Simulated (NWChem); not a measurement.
System: CH₅CdNS; SMILES C[S][Cd][NH2]

```xyz
9

Cd    -0.1004     0.5655     0.0000
N      0.4548     2.4949     0.0000
H      0.1576     3.0244     0.8178
H      0.1576     3.0244    -0.8178
S     -0.5831    -1.7236     0.0000
C      1.0727    -2.5004     0.0000
H      1.6542    -2.2460    -0.8970
H      0.9043    -3.5868     0.0000
H      1.6542    -2.2460     0.8970
```
Atoms are numbered in this order, from 1.

All runs: NWChem. Structure relaxed at the PBE0/def2-SVP level. No frequency run checked for a minimum. def2 effective core potentials on Cd; no spin-orbit coupling. Ions are spin-unrestricted doublets at the neutral geometry; other ion states weren't tried.

For level CAM-B3LYP/def2-SVP:

```yaml
"−ε(HOMO) (eV)": 7.64
```

### Question
Estimate the same quantities for level PBE/def2-SVP.

### Answer
The −ε(HOMO) (eV) comes out as 5.18.
